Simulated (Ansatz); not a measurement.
Consider the redistribution: `[NH2][Y]([OH])[OH]` + `[SiH3][O][Ge][Cl]` → `[OH][Y]([OH])[Cl]` + `[NH2][Ge][O][SiH3]`.

Gas-phase electronic energies from Ansatz, PBE0-D4/def2-TZVP geometries. CCSD(T)/CBS is the MP2 limit (def2-TZVPP, def2-QZVPP) plus CCSD(T) − MP2 in def2-TZVPP, frozen cores. Functionals use def2-TZVPP. HSE06 is defined as in plane-wave codes. Elements past krypton have def2 core potentials. For Ge, Y outer-core shells are correlated without core-valence functions, which leaves a few kJ/mol of doubt a bond. Scalar relativity is left out up to krypton. Each species was taken in one conformer, which may not be the lowest.

```
             level  ΔE (kJ/mol)  difference from CCSD(T)/CBS
         revPBE-D4        -66.9                         14.5
          HSE06-D4        -77.9                          3.5
          BHLYP-D4        -83.1                         -1.7
           ωB97X-V        -82.9                         -1.5
           ωB97M-V        -78.6                          2.8
            B2PLYP        -79.6                          1.8
               PBE        -69.9                         11.5
              PBE0        -79.5                          1.9
             BHLYP        -85.9                         -4.5
           LC-ωPBE        -88.8                         -7.4
       HF/def2-SVP       -106.6                        -25.2
      MP2/def2-SVP        -91.4                        -10.0
  CCSD(T)/def2-SVP        -88.0                         -6.6
     HF/def2-TZVPP        -99.0                        -17.6
SCS-MP2/def2-TZVPP        -83.2                         -1.8
SCS-MP2/def2-QZVPP        -83.0                         -1.6
       CCSD(T)/CBS        -81.4                            0
```

Largest T1 diagnostic among the species: 0.014.

Leaving LDA and LC-ωPBE aside and taking each functional with its dispersion term where it has one, the values, not all of them listed here, spread over 22.1 kJ/mol, from PBE-QIDH to BLYP-D4. LDA lies −5.7 kJ/mol from PBE without D4. In def2-TZVPP, CCSD(T) changes the Hartree–Fock value by +16.4 kJ/mol (the triples alone add +2.4 kJ/mol) and MP2 by +16.0 kJ/mol. From PBE to PBE0 (25 % exact exchange), in def2-TZVPP and without D4, ΔE moves by −9.7 kJ/mol.
